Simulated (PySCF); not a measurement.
Members of one series of related molecules.

All values: PBE0/pcSseg-1 (PySCF) at GFN2-xTB geometries, gas phase, one conformer each.

**Question.** Rank by dipole moment, highest first.
A. `[NH2:1][SiH2:2][C@H:3]1[CH2:4][CH2:5][CH:6]=[C:7]1[F:8]` with H–N1–Si2–C3 40° and -179°, N1–Si2–C3–C4 178°, Si2–C3–C4–C5 99°, C3–C4–C5–C6 20°, C4–C5–C6–C7 -12°, Si2–C3–C7–C6 -107°
B. `[NH2:1][SiH2:2][C@@H:3]1[CH:4]=[CH:5][CH2:6][C@H:7]1[F:8]` with H–N1–Si2–C3 177° and -43°, N1–Si2–C3–C4 -61°, Si2–C3–C4–C5 -109°, C4–C5–C6–C7 -9°, C5–C6–C7–F8 -103°, Si2–C3–C7–C6 104°
C. `[NH2:1][SiH2:2][C@@H:3]1[CH2:4][CH2:5][CH2:6][C@H:7]1[F:8]` with H–N1–Si2–C3 -176° and -33°, N1–Si2–C3–C4 -175°, Si2–C3–C4–C5 -166°, C3–C4–C5–C6 38°, C4–C5–C6–C7 -20°, C5–C6–C7–F8 -126°
D. `[NH2:1][SiH2:2][C@@H:3]1[SiH2:4][CH2:5][CH2:6][C@H:7]1[F:8]` with H–N1–Si2–C3 45° and -177°, N1–Si2–C3–Si4 169°, Si2–C3–Si4–C5 -108°, C3–Si4–C5–C6 11°, Si4–C5–C6–C7 -34°, C5–C6–C7–F8 -70°

**Answer.** B (2.13 D), D (1.90 D), C (1.15 D), A (0.85 D).

All values together:

```csv
SMILES,change,formula,μ (D),HOMO (eV),LUMO (eV),lowest IAO charge (e),highest IAO charge (e),lowest Hirshfeld charge (e),highest Hirshfeld charge (e)
N[SiH2][C@@H]1CCC[C@H]1F,parent,C5H12FNSi,1.15,-7.17,0.81,-0.848 (N),+0.900 (Si),-0.320 (N),+0.361 (Si)
N[SiH2][C@@H]1C=CC[C@H]1F,C-C bond made double,C5H10FNSi,2.13,-6.86,0.33,-0.843 (N),+0.901 (Si),-0.316 (N),+0.366 (Si)
N[SiH2][C@H]1CCC=C1F,C-C bond made double,C5H10FNSi,0.85,-6.61,0.49,-0.845 (N),+0.901 (Si),-0.320 (N),+0.361 (Si)
N[SiH2][SiH2][C@@H]1CCC[C@@H]1F,SiH2 inserted into a Si-C bond,C5H14FNSi2,0.84,-7.10,-0.14,-0.839 (N),+0.616 (Si),-0.324 (N),+0.274 (Si)
N[SiH2][C@@H]1CC=C[C@@H]1F,C-C bond made double,C5H10FNSi,0.94,-7.23,0.05,-0.841 (N),+0.902 (Si),-0.322 (N),+0.351 (Si)
N[SiH2][C@@H]1[SiH2]CC[C@H]1F,C replaced by Si,C4H12FNSi2,1.90,-7.47,0.72,-0.844 (N),+0.895 (Si),-0.313 (N),+0.363 (Si)
```

Conformers: `[NH2:1][SiH2:2][C@@H:3]1[CH2:4][CH2:5][CH2:6][C@H:7]1[F:8]` with H–N1–Si2–C3 -176° and -33°, N1–Si2–C3–C4 -175°, Si2–C3–C4–C5 -166°, C3–C4–C5–C6 38°, C4–C5–C6–C7 -20°, C5–C6–C7–F8 -126°; `[NH2:1][SiH2:2][C@@H:3]1[CH:4]=[CH:5][CH2:6][C@H:7]1[F:8]` with H–N1–Si2–C3 177° and -43°, N1–Si2–C3–C4 -61°, Si2–C3–C4–C5 -109°, C4–C5–C6–C7 -9°, C5–C6–C7–F8 -103°, Si2–C3–C7–C6 104°; `[NH2:1][SiH2:2][C@H:3]1[CH2:4][CH2:5][CH:6]=[C:7]1[F:8]` with H–N1–Si2–C3 40° and -179°, N1–Si2–C3–C4 178°, Si2–C3–C4–C5 99°, C3–C4–C5–C6 20°, C4–C5–C6–C7 -12°, Si2–C3–C7–C6 -107°; `[NH2:1][SiH2:2][SiH2:3][C@@H:4]1[CH2:5][CH2:6][CH2:7][C@@H:8]1[F:9]` with H–N1–Si2–Si3 50° and -173°, N1–Si2–Si3–C4 160°, Si2–Si3–C4–C5 173°, Si3–C4–C5–C6 -160°, C4–C5–C6–C7 41°, C5–C6–C7–C8 -29°, C6–C7–C8–F9 126°; `[NH2:1][SiH2:2][C@@H:3]1[CH2:4][CH:5]=[CH:6][C@@H:7]1[F:8]` with H–N1–Si2–C3 -55° and 171°, N1–Si2–C3–C4 180°; `[NH2:1][SiH2:2][C@@H:3]1[SiH2:4][CH2:5][CH2:6][C@H:7]1[F:8]` with H–N1–Si2–C3 45° and -177°, N1–Si2–C3–Si4 169°, Si2–C3–Si4–C5 -108°, C3–Si4–C5–C6 11°, Si4–C5–C6–C7 -34°, C5–C6–C7–F8 -70°.

**Question.** Give the shifts from the parent, `N[SiH2][C@@H]1CCC[C@H]1F`.

**Answer.** 
```
                         SMILES  change in μ (D)  change in HOMO (eV)  change in LUMO (eV)
      N[SiH2][C@@H]1C=CC[C@H]1F            +0.98                +0.31                -0.48
           N[SiH2][C@H]1CCC=C1F            -0.30                +0.56                -0.32
N[SiH2][SiH2][C@@H]1CCC[C@@H]1F            -0.31                +0.07                -0.95
     N[SiH2][C@@H]1CC=C[C@@H]1F            -0.21                -0.06                -0.76
  N[SiH2][C@@H]1[SiH2]CC[C@H]1F            +0.75                -0.30                -0.09
```
